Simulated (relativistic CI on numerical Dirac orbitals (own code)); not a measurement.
Calculated at this level of theory: Dirac-Coulomb-Breit CI, KLI orbitals optimised for each configuration, model QED (radiative potential, 1s self-energy scaled to tabulated hydrogen-like ionisation energies), valence Slater integrals scaled by 0.85, P86 correlation energy added to each configuration (own radial code, finite nucleus).

Configuration list (outside the closed core 1s2): 2s²2p⁴, 2s2p⁵, 2s²2p³3s, 2s²2p³3p, 2p⁶, 2s²2p³3d, 2s²2p³4s, 2s²2p³4p, 2s²2p³4d, 2s²2p³4f, 2s²2p³5s, 2s²2p³5p, 2s²2p³5d, 2s²2p³5f, 2s²2p³5g, 2s²2p²3s², 2s²2p²3s3p, 2s²2p²3p², 2s²2p²3s3d. Levels of other configurations are missing.

Correlation outside the listed configurations is missing or only estimated: errors of thousands of cm⁻¹ between configurations and terms are usual at this charge. Rates and lifetimes follow the computed energies and can be off by large factors. The fine structure of a lone outer electron comes out too small, for d and f at times inverted, and misplaced configurations move strength between like terms. 23 of the 23 excited levels that our extract of the measured tables holds in this range could be paired (the sources list more); they are missed by 3093 cm⁻¹ on average and 12313 at most, and levels without a partner can miss by more.

Outline of the computed level scheme of F II. Lowest level of each configuration: 2s²2p⁴ ³P2 at 0.0000 eV; 2s²2p³3s ⁵S°2 at 21.8211 eV; 2s2p⁵ ³P°2 at 21.9589 eV; 2s²2p³3p ⁵P1 at 25.0051 eV; 2s²2p³3d ⁵D°4 at 28.4466 eV; 2s²2p³4s ⁵S°2 at 29.0505 eV.

Some strong electric-dipole decays among the lowest 45 levels: 2s2p⁵ ³P°0 → 2s²2p⁴ ³P1 (6.2e+09 s⁻¹); 2s²2p³3s ¹P°1 → 2s²2p⁴ ¹D2 (5.6e+09 s⁻¹); 2s2p⁵ ³P°2 → 2s²2p⁴ ³P2 (4.6e+09 s⁻¹); 2s²2p³3s ¹D°2 → 2s²2p⁴ ¹D2 (3.2e+09 s⁻¹); 2s2p⁵ ³P°1 → 2s²2p⁴ ³P2 (2.6e+09 s⁻¹); 2s²2p³3d ³D°3 → 2s²2p⁴ ³P2 (2.5e+09 s⁻¹); 2s²2p³3s ³S°1 → 2s²2p⁴ ³P2 (2.2e+09 s⁻¹); 2s2p⁵ ³P°1 → 2s²2p⁴ ³P0 (2.0e+09 s⁻¹).

Rates of lines that live on the mixing of spin multiplicities can be off by large factors.
